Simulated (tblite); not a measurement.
C4H8FS2 (doublet state).
Numbering: `[CH3:1][S:2][CH2:3][C:4]([SH:5])[CH2:6][F:7]` (hydrogens: H8, H9, H10 on C1; H11, H12 on C3; H13 on S5; H14, H15 on C6)

Cartesian coordinates in Å at the GFN2-xTB level; atoms count from 1:
```
atom  x, y, z in Å
C1     2.2638    0.3210    0.6892
S2     1.5748    0.5241   -0.9735
C3     0.2408   -0.8162   -0.9194
C4    -0.8910   -0.4439   -0.0900
S5    -0.9232   -0.9746    1.5684
C6    -1.7627    0.6945   -0.4899
F7    -3.0708    0.4912   -0.0924
H8     2.6642   -0.6833    0.7958
H9     1.4949    0.5081    1.4329
H10    3.0590    1.0522    0.7871
H11    0.7399   -1.7167   -0.5690
H12   -0.0294   -0.9114   -1.9699
H13   -2.1354   -0.4902    1.8366
H14   -1.4606    1.6482   -0.0285
H15   -1.7688    0.8051   -1.5787
```

All values are computed: GFN2-xTB (tblite) harmonic vibrations without scaling, gas phase. Against measured fundamentals such values can be off by several per cent, at times by over 20. Modes of hydrogen on sulfur can be 10 to 20 % off. One conformer, not necessarily the lowest. Open shells enter through the occupations alone, without spin polarisation, and single modes of such species can be off by tens of per cent.

Harmonic wavenumbers (cm⁻¹): 32.7, 50.8, 69.9, 117.4, 138.8, 201.9, 248.9, 271.0, 312.5, 340.8, 516.0, 554.1, 664.0, 733.7, 835.4, 875.5, 932.7, 944.7, 950.7, 994.2, 1057.7, 1162.1, 1176.5, 1207.8, 1268.5, 1305.2, 1318.0, 1416.7, 1429.0, 1445.3, 1448.7, 2422.9, 2848.1, 2956.9, 2989.1, 3007.3, 3023.5, 3030.0, 3063.0.

A = 2556, B = 1084, C = 862.0 MHz; mass 139.005 u (most abundant isotopes); point group C1, symmetry number 1; spin multiplicity 2.

Q: What is the zero-point energy?

A: ½Σν̃ = 23681 cm⁻¹ = 283.29 kJ/mol.

Q: Entropy at 400 K, 1 bar (ideal gas, RRHO, classical rotation)?

A: Translation 176.51, rotation 126.21, vibration 169.24, spin (R ln 2) 5.76: S = 477.7 J/(mol K).

Q: And Cp and H(400 K) − H(0)?

A: Cp = 176.61 J/(mol K), of which vibrations give 143.35 (their classical limit is 39 R = 324.3); H(400 K) − H(0) = 45.34 kJ/mol without the zero-point energy, 32.03 from vibrations.

Q: Which modes carry the vibrational entropy at 400 K?

A: 32.7 cm⁻¹: 26.11; 50.8 cm⁻¹: 22.46; 69.9 cm⁻¹: 19.82; 117.4 cm⁻¹: 15.54; 138.8 cm⁻¹: 14.18; 201.9 cm⁻¹: 11.15 J/(mol K); the other 33 give 59.97 together.

Q: Blend soft modes into free rotors: weight 1/[1 + (100 cm⁻¹/ν̃)⁴] for the oscillator and the rest for a rotor with moment μB/(μ + B), μ = h/(8π²ν), B = 10⁻⁴⁴ kg m². What vibrational entropy results?

A: 149.20 J/(mol K) in place of 169.24, which changes −T·S at 400 K by +8.01 kJ/mol.

Q: How do the functions run with temperature in this model?

A: 
```tsv
T (K)	S (J/(mol K))	Cp (J/(mol K))	H − H(0) (kJ/mol)	G − H(0) (kJ/mol)	ln q(vib)
150	347.5	100.7	10.60	-41.52	4.11
250	406.0	131.2	22.19	-79.32	6.94
298.15	430.4	146.2	28.87	-99.46	8.20
600	558.7	222.9	85.59	-249.62	15.31
900	658.1	266.9	159.61	-432.70	21.48
```

q(vib) and H(0) count from the zero-point level.

Q: What must be added to the electronic energy to get the Gibbs energy at 400 K and 1 bar?

A: ZPE + [H(400 K) − H(0)] − T·S = 283.29 + 45.34 − 191.09 = 137.54 kJ/mol.

Hindered rotation and anharmonicity are outside this model. Other conformers, if any are populated, would add a mixing term that is left out. The structure is chiral; the term R ln 2 for an equal mix with its mirror image is left out.

Time: 0.74 s wall. Hardware: one thread, Arm Neoverse N1 (aarch64), no GPU, shared host with 32 logical CPUs at a one-minute load of 19. The figure is for the frequency step alone.
